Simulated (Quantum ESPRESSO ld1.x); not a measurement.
Results of a calculation; reference values are marked as such.
Problem. Zn XIX, 12 electrons, occupied as [Ne] 3s2. Code: ld1.x of Quantum ESPRESSO 7.5. Model: scalar-relativistic Kohn-Sham, PBEsol, spin-unpolarised, spherical densities, point nucleus. Some entries of the table are withheld. Estimate them.

orbital  occ.  eigenvalue (eV)  <r> (bohr)  r(max) (bohr)
1s          2         -10226.4         (1)            (2)
2s          2         -1835.27      0.2231         0.1882
2p          6         -1687.49      0.1949         0.1509
3s          2              (3)      0.5634            (4)
3p          0         -633.240      0.5521         0.5139
4s          0         -348.950       1.069          1.073

Solution. 
(1) 1s <r> (bohr): 0.05032
(2) 1s r(max) (bohr): 0.03293
(3) 3s eigenvalue (eV): -679.223
(4) 3s r(max) (bohr): 0.5286
